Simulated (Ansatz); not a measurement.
Diborane 1,1-di Cl (B2H4Cl2). Total charge 0; singlet. Geometry PBE0-D4/def2-SVP, basis def2-TZVP, Ansatz.

```tsv
atom	x (Å)	y (Å)	z (Å)
B1	-0.028	0.788	-0.201
Cl2	0.844	1.382	-1.619
Cl3	-0.961	1.929	0.774
H4	-0.801	-0.289	-0.538
B5	0.033	-0.929	0.237
H6	-0.578	-1.278	1.210
H7	0.682	-1.660	-0.460
H8	0.809	0.057	0.597
```

| run | HOMO (eV) | LUMO (eV) |
| --- | --- | --- |
| A | -11.89 | 0.93 |
| B | -7.66 | -2.22 |
| C | -8.02 | -1.93 |
| D | -8.53 | -1.60 |
| E | -9.30 | -1.11 |
| F | -8.67 | -1.66 |

LC-ωPBE has ω = 0.4 bohr⁻¹. HSE06 is defined as in plane-wave codes, on full-range PBE exchange.

The runs used HSE06, LC-ωPBE, PBE, r2SCAN, r2SCAN0, r2SCANh. Estimate which is which.

A LC-ωPBE (range-separated); B PBE (0 % exact exchange); C r2SCAN (0 % exact exchange); D r2SCANh (10 % exact exchange); E r2SCAN0 (25 % exact exchange); F HSE06 (range-separated). Exact exchange lowers occupied and raises empty levels; among semilocal functionals meta-GGAs tend to open the gap a little, and such runs are hard to tell apart. The gap grows from 5.45 eV (PBE) to 12.82 eV (LC-ωPBE).
